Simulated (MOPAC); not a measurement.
MOPAC input (PM7):

```
PM7 1SCF GEO-OK AUX(PRECISION=9) THREADS=1
GaI

Ga   -0.00000000 1   -0.00000000 1   -1.65171300 1
I     0.00000000 1    0.00000000 1    0.96609600 1
```

Output:

```
 *******************************************************************************
 **                                                                           **
 **                              MOPAC v23.2.5                                **
 **                                                                           **
 *******************************************************************************
 ** MOPAC's Digital Object Identifier: https://doi.org/10.5281/zenodo.6511958 **
 **                                                                           **
 ** Please cite the open-source release paper for use of this MOPAC version:  **
 ** J. E. Moussa and J. J. P. Stewart (2026)                                  **
 ** MOPAC: An open-source semiempirical molecular orbital program             **
 ** J. Open Source Softw., 11(119), 8025, https://doi.org/10.21105/joss.08025 **
 *******************************************************************************

                              PM7 CALCULATION RESULTS

 *******************************************************************************
 *  PM7        - The PM7 Hamiltonian to be used
 *  GEO-OK     - OVERRIDE INTERATOMIC DISTANCE AND OTHER SAFETY CHECKS
 *  1SCF       - DO 1 SCF AND THEN STOP
 *  AUX        - OUTPUT AUXILIARY INFORMATION
 *******************************************************************************
PM7 1SCF GEO-OK AUX(PRECISION=9) THREADS=1
 GaI

   ATOM   CHEMICAL          X               Y               Z
  NUMBER   SYMBOL      (ANGSTROMS)     (ANGSTROMS)     (ANGSTROMS)

     1      Ga         -0.00000000  *  -0.00000000  *  -1.65171300  *
     2       I          0.00000000  *   0.00000000  *   0.96609600  *

          CARTESIAN COORDINATES

    NO.       ATOM           X           Y           Z

     1        Ga         -0.0000     -0.0000     -1.6517
     2         I          0.0000      0.0000      0.9661

 General Reference for PM7:
 "Optimization of Parameters for Semiempirical Methods VI: More Modifications to the
 NDDO Approximations and Re-optimization of Parameters", J. J. P. Stewart, J. Mol. Mod., 1:32, 19 (2013)
 https://link.springer.com/article/10.1007/s00894-012-1667-x

           Empirical Formula: Ga I  =     2 atoms

      MOLECULAR POINT GROUP   :   C*v

      RHF CALCULATION, NO. OF DOUBLY OCCUPIED LEVELS = 5

 -------------------------------------------------------------------------------
 PM7 1SCF GEO-OK AUX(PRECISION=9) THREADS=1
 GaI

     1SCF WAS SPECIFIED, SO BFGS WAS NOT USED
     SCF FIELD WAS ACHIEVED

                              PM7 CALCULATION
                                                       MOPAC v23.2.5 Linux

          FINAL HEAT OF FORMATION =         16.02577 KCAL/MOL =      67.05183 KJ/MOL

          COSMO AREA              =        100.01 SQUARE ANGSTROMS
          COSMO VOLUME            =         86.40 CUBIC ANGSTROMS

          IONIZATION POTENTIAL    =          8.947612 EV
          HOMO LUMO ENERGIES (EV) =         -8.948  0.263
          NO. OF FILLED LEVELS    =          5
          MOLECULAR WEIGHT        =        196.6395         POINT GROUP:  C*v

          MOLECULAR DIMENSIONS (Angstroms)

            Atom       Atom       Distance
            I     2   Ga     1     2.61781
            I     2   Ga     1     0.00000
           Ga     1    I     2     0.00000

          SCF CALCULATIONS        =          1

   ATOM   CHEMICAL          X               Y               Z
  NUMBER   SYMBOL      (ANGSTROMS)     (ANGSTROMS)     (ANGSTROMS)

     1      Ga         -0.00000000  *  -0.00000000  *  -1.65171300  *
     2       I          0.00000000  *   0.00000000  *   0.96609600  *

                             CARTESIAN COORDINATES

   1   Ga       -0.000000000    -0.000000000    -1.651713000
   2    I        0.000000000     0.000000000     0.966096000

           Empirical Formula: Ga I  =     2 atoms

      MOLECULAR POINT GROUP   :   C*v

                  EIGENVALUES
 -22.97468 -15.32258  -9.29603  -9.29603  -8.94761   0.26277   0.26277   0.97186
 127.80485 127.80485 127.80911 128.26617 128.26617

              NET ATOMIC CHARGES AND DIPOLE CONTRIBUTIONS

  ATOM NO.   TYPE          CHARGE      No. of ELECS.   s-Pop       p-Pop       d-Pop
    1         Ga           0.534243        2.4658     1.92572     0.54003
    2          I          -0.534243        7.5342     1.91462     5.61668     0.00294
 DIPOLE           X         Y         Z       TOTAL
 POINT-CHG.     0.000     0.000    -6.717     6.717
 HYBRID         0.000    -0.000     1.891     1.891
 SUM            0.000    -0.000    -4.826     4.826

          ATOMIC ORBITAL ELECTRON POPULATIONS

     Atom    s        px        py        pz      x^2-y^2     xz        z^2       yz        xy
    1 Ga   1.92572   0.02228   0.02228   0.49547
    2  I   1.91462   1.97752   1.97752   1.66164   0.00000   0.00020   0.00254   0.00020   0.00000

 **********************
 *                    *
 * JOB ENDED NORMALLY *
 *                    *
 **********************

 == MOPAC DONE ==
```

The geometry given is a B3LYP-D3(BJ)/def2-TZVP minimum.
